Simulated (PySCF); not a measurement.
How methods differ on the ionisation energy of Au⁺

Au⁺ [Xe] 4f14 5d10 (1S) → Au²⁺ [Xe] 4f14 5d9 (2D), as a difference of total energies. Computed with PySCF 2.14 in aug-cc-pwCVDZ-PP with ECP60MDF, with scalar relativity through the core potential. Correlated levels: valence: 5s2 5p6 frozen; valence and next inner shell: nothing frozen outside the core potential. The calculations carry no spin-orbit coupling.

| method | ionisation energy (eV) | difference from reference (eV) |
| --- | --- | --- |
| UHF | 18.974 | -1.229 |
| LDA | 21.375 | +1.172 |
| PBE | 20.965 | +0.762 |
| PBE0 | 20.761 | +0.558 |
| r2SCAN | 20.732 | +0.529 |
| CAM-B3LYP | 20.789 | +0.586 |
| M06-2X | 20.862 | +0.659 |
| wB97M-V | 20.642 | +0.439 |
| B2PLYP | 20.730 | +0.527 |
| MP2 (valence) | 20.797 | +0.594 |
| SCS-MP2 (valence) | 20.631 | +0.428 |
| MP2 (valence and next inner shell) | 20.731 | +0.528 |
| SCS-MP2 (valence and next inner shell) | 20.516 | +0.313 |

Reference: 20.203 ± 0.025 eV (measured; NIST Atomic Spectra Database, ionization energies).

The reference lies between the lowest fine-structure levels, while these numbers refer to the centres of the terms.

Errors of the correlated levels include the incompleteness of this basis and the frozen core.
